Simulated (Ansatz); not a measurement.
`C[SiH2][AlH][SnH3]`, charge 0, multiplicity 1.

Give a relaxed structure at PBE0-D4/def2-TZVP (the Gaussian-basis code of Ansatz). (An estimate is asked.)

The calculation gave: 
Z-matrix (Å, degrees):
```
C
Si 1 1.882
H 1 1.092 2 110.8
H 1 1.092 2 111.0 3 120.2
H 1 1.092 2 110.7 3 -119.6
Al 2 2.458 1 113.0 3 61.6
H 2 1.495 1 109.7 3 -61.6
H 2 1.496 1 109.4 3 -177.5
Sn 6 2.665 2 119.8 1 6.4
H 6 1.592 2 121.6 1 -173.4
H 9 1.715 6 111.2 2 -93.4
H 9 1.712 6 114.5 2 146.4
H 9 1.714 6 112.5 2 24.8
```
This is one stationary point; other conformers may exist.
